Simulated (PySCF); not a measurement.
## Trend along group 14: MN molecules

PBE0 with double-zeta basis sets in PySCF, for the lowest determinant that a PBE0 search found; no spin–orbit coupling. De refers to high-spin ground-configuration atoms. A positive dipole means M(−)N(+).

```tsv
M	basis	state (unpaired electrons)	Re (Å)	ωe (cm⁻¹)	De (eV)	μ (D)
C	def2-SVP	doublet (σ ↑)	1.167	2216	7.78	-1.45
Si	def2-SVP	doublet (σ ↑)	1.575	1196	4.27	-2.31
Sn	aug-cc-pVDZ-PP/aug-cc-pVDZ	doublet (π ↑)	1.975	643	2.48	-3.59
```

The shortest bond is that of CN (1.167 Å), the longest that of SnN (1.975 Å). CN is bound most strongly (7.78 eV) and SnN least (2.48 eV).

The rows differ in basis set, which adds steps of its own.

The state changes along the series, so neighbouring rows are not always alike in their bonding.

These are scalar-relativistic numbers at best; spin–orbit coupling would shift them, the dissociation energy most. States were picked by a PBE0 search and need not be the measured ground states.
